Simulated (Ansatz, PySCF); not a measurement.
Molecule: fluoro(dimethyl)borane, C$_{2}$H$_{6}$BF, charge 0, multiplicity 1. 
Coordinates optimised at B3LYP-D3(BJ)/def2-TZVP (Ansatz, an electronic-structure program):
```xyz
10

B      0.0036    -0.0313     0.0561
F      0.0900    -0.6867     1.2245
C      1.3332     0.5048    -0.5708
C     -1.4178     0.1381    -0.5755
H      1.1845     1.3985    -1.1798
H      1.7247    -0.2658    -1.2476
H      2.1079     0.6957     0.1737
H     -1.8163     1.1115    -0.2611
H     -2.1274    -0.6204    -0.2413
H     -1.3937     0.1593    -1.6669
```

PBE beside other levels, property by property. Correlated levels leave the core frozen unless marked. UHF or UKS for open shells. No spin-orbit coupling. Non-relativistic. CBS marks a two-point X^-3 extrapolation of the correlation energy; Hartree-Fock from the larger set. [CCSD(T)-MP2]/basis is that difference in the basis named. Rows marked 298 K are enthalpies with B3LYP-D3(BJ) harmonic zero-point and thermal terms. Atomisation energies are electronic, to ground-state atoms; the column to compare with has the core term from cc-pwCVTZ added, other frozen-core levels have none. Frequencies are from Ansatz or PySCF. Anions need diffuse functions, of which def2-TZVPD holds fewer than the aug- sets. The coupled-cluster column (Ansatz) is a level with limits of its own: (a) RI-MP2/CBS(aug-cc-pVTZ,aug-cc-pVQZ)+[CCSD(T)-MP2]/aug-cc-pVTZ; (b) RI-MP2/CBS(cc-pVTZ,cc-pVQZ)+[CCSD(T)-MP2]/cc-pVTZ.

```tsv
property	CAM-B3LYP/def2-TZVPD (Ansatz)	CCSD(T)/aug-cc-pVDZ (Ansatz)	CCSD(T)/cc-pVTZ (Ansatz)	coupled cluster
atomisation energy (kcal/mol)	963.6	899.5	939.4	962.3 (a)
B-F bond dissociation enthalpy, 298 K, to C[B]C + F atom (kcal/mol)	169.3	160.1	168.4	171.6 (a)
deprotonation enthalpy (C-H bond), 298 K, to [CH2-]B(C)F + H+ (kcal/mol)	372.7	369.9	378.5	372.7 (a)
B-C bond dissociation enthalpy, 298 K, to C[B]F + [CH3] (CH3) (kcal/mol)	102.2	102.7	104.4	106.2 (b)
C-H bond dissociation enthalpy, 298 K, to [CH2]B(C)F + H atom (kcal/mol)	95.5	93.0	96.3	97.9 (a)
```

### Question
What does PBE/def2-TZVPD (Ansatz) give for each property, and on which side of coupled cluster does it fall?

### Answer

- atomisation energy: PBE lies 9.3 kcal/mol above coupled cluster; PBE gives 971.6 kcal/mol.
- B-F bond dissociation enthalpy, 298 K, to C[B]C + F atom: PBE lies 2.3 kcal/mol below coupled cluster; PBE gives 169.3 kcal/mol.
- deprotonation enthalpy (C-H bond), 298 K, to [CH2-]B(C)F + H+: PBE lies 2.6 kcal/mol below coupled cluster; PBE gives 370.1 kcal/mol.
- B-C bond dissociation enthalpy, 298 K, to C[B]F + [CH3] (CH3): PBE lies 4.2 kcal/mol below coupled cluster; PBE gives 102.0 kcal/mol.
- C-H bond dissociation enthalpy, 298 K, to [CH2]B(C)F + H atom: PBE lies 3.8 kcal/mol below coupled cluster; PBE gives 94.1 kcal/mol.
